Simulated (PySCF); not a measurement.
**Electron correlation in Be²⁺ (beryllium, charge +2)**

1s2, closed-shell 1S. Computed with PySCF 2.14 in 6-31G*, with the non-relativistic Hamiltonian (point nucleus). Frozen: nothing; 2 electrons correlated.

Total MP2 correlation energy: -0.48 mhartree.

Same-spin part 0.00 and opposite-spin part -0.48 mhartree; SCS-MP2 scales them by 1/3 and 6/5 to -0.57 mhartree.

With two correlated electrons CCSD is exact within the correlated space (frozen core and kept virtual orbitals).

```
level  correlation energy (mhartree)
 CCSD                          -0.46
```

Diagnostics: T1 = 0.00021, D1 = 0.0003, largest double amplitude 0.003.

Question: Is a single reference adequate?

Answer: Yes: T1 lies below 0.03 and no double amplitude reaches 0.07.
